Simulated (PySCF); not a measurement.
C2H11N3Si2.
Z-matrix (Å and degrees, PBE0-D3(BJ)/def2-SVP geometry), rows numbered from 1:
```
C 
N   1  1.4404
C   2  1.4375  1  114.84
Si  2  1.7215  1  120.52  3  -174.47
N   4  1.7484  2  115.63  1   -45.91
Si  5  1.7437  4   94.06  2   122.15
N   6  1.7409  5   86.15  4    -2.45
H   1  1.1077  2  112.38  3    63.42
H   1  1.1002  2  110.27  3  -176.06
H   1  1.1070  2  111.30  3   -56.98
H   3  1.1084  2  112.33  1   -61.42
H   3  1.1001  2  110.51  1   178.40
H   3  1.1072  2  111.57  1    58.77
H   4  1.4923  2  103.94  1  -176.33
H   5  1.0085  4  132.18  2   -64.59
H   6  1.4995  5  115.95  4  -119.57
H   6  1.4981  5  115.72  4   114.69
H   7  1.0085  4  132.65  2    62.94
```

Theory: TDDFT CAM-B3LYP/def2-SVPD, vertical, gas phase, core orbitals frozen in the response in PySCF 2.14.0, density-fitted response routines.

Frontier orbitals with the atoms that hold most of them (Löwdin shares over 4%, at most four atoms; ? is withheld):

| orbital | ε (eV) | atoms |
| --- | --- | --- |
| LUMO+2 | 1.69 | Si6 31%, C3 15%, H17 6%, H13 6% |
| LUMO+1 | 1.26 | Si4 21%, Si6 16%, C1 11%, C3 9% |
| LUMO | ? | Si6 26%, H16 11%, H17 10%, N7 10% |
| HOMO | -7.71 | ? |
| HOMO-1 | -8.58 | ? |
| HOMO-2 | -8.80 | N5 22%, N7 19%, Si6 18%, H16 11% |
| HOMO-3 | -10.55 | N5 16%, N7 16%, Si6 16%, Si4 16% |

Question: Give the leading atoms of the HOMO.

Answer: N2 (bonded to 2 C and Si) 50%; C3 (bonded to N and 3 H) 9%; N7 (bonded to 2 Si and H) 8%; C1 (bonded to N and 3 H) 8%. By element: nitrogen 58% or more, carbon 17%.

Question: Which atoms hold the HOMO-1, and with what shares?

Answer: N7 (bonded to 2 Si and H) 36%; N5 (bonded to 2 Si and H) 35%; Si4 (bonded to 3 N and H) 7%; Si6 (bonded to 2 N and 2 H) 6%. By element: nitrogen 70% or more, silicon 13%.

Question: What is the LUMO energy, and the HOMO–LUMO gap?

Answer: ε(LUMO) = 1.02 eV; the gap is 8.74 eV (0.3210 hartree).

Question: How does S1 compare with the orbital gap of 8.74 eV?

Answer: S1 is at 6.01 eV (f = 0.071), 2.73 eV below the gap, made of HOMO→LUMO (52%), HOMO-1→LUMO (31%), HOMO→LUMO+1 (9%). Without the coupling terms of the response equations the lowest excitation would equal the gap.

Next come S2 at 6.09 eV (f 0.012), HOMO→LUMO+1 (69%), HOMO→LUMO+2 (11%), HOMO-1→LUMO (8%); S3 at 6.37 eV (f 0.0005), HOMO-2→LUMO (76%), HOMO-1→LUMO+1 (10%); S4 at 6.49 eV (f 0.066), HOMO-1→LUMO (50%), HOMO→LUMO (31%), HOMO→LUMO+5 (8%); S5 at 6.74 eV (f 0.011), HOMO→LUMO+2 (36%), HOMO-1→LUMO+1 (20%), HOMO-2→LUMO (11%).

One conformer stands for the species.

Without π bonds the low states are Rydberg-like; a valence basis with one diffuse set may place them up to an eV too high.
